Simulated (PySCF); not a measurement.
# How methods differ on the ionisation energy of Ca

Ca [Ar] 4s2 (1S) → Ca⁺ [Ar] 4s1 (2S), as a difference of total energies. Calculation: PySCF 2.14, in an uncontracted even-tempered set (22 s from 0.0056 bohr⁻², ratio 2.5; 16 p from 0.0073 bohr⁻², ratio 2.5; 6 d from 0.11 bohr⁻², ratio 2.7; 6 f from 0.16 bohr⁻², ratio 2.7); no relativity, point nucleus. Correlated levels: outer shells: [Ne] frozen; virtual orbitals above 40 to 60 times the deepest correlated orbital energy dropped. The calculations carry no spin-orbit coupling.

```csv
method,ionisation energy (eV),difference from reference (eV)
UHF,5.117,-0.996
LDA,6.210,+0.097
PBE,6.070,-0.043
PBE0,5.993,-0.120
r2SCAN,5.813,-0.300
M06-L,6.101,-0.012
PBEsol,6.020,-0.093
MP2 (outer shells),5.946,-0.167
SCS-MP2 (outer shells),5.999,-0.114
```

Reference: 6.113 eV (measured; NIST Atomic Spectra Database, ionization energies).

These non-relativistic numbers lack the scalar-relativistic shift.
